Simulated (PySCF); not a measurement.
C2HF2O2, SMILES O=C(O)[C](F)F, multiplicity 2. Coordinates come from a PBE-D3(BJ)/def2-SVP optimisation. The isomer is the one that the SMILES or the coordinates give; other isomers of the formula were not compared. Other conformers were not sampled.

Computed equilibrium geometry at PBE-D3(BJ)/def2-SVP (PySCF confirms it by a frequency run) as bond lengths and angles, and its point group (one conformer of several):
point group Cs.
Atoms: O1 C2 O3 C4 F5 F6 H7. Bonds (Å): O1–C2 1.226, C2–O3 1.363, C2–C4 1.447, O3–H7 0.981, C4–F5 1.312, C4–F6 1.317. Angles (°): O1–C2–O3 125.1, O1–C2–C4 123.5, O3–C2–C4 111.4, C2–O3–H7 104.9, C2–C4–F5 121.4, C2–C4–F6 124.5, F5–C4–F6 114.1.
Charge 0, spin multiplicity 2.
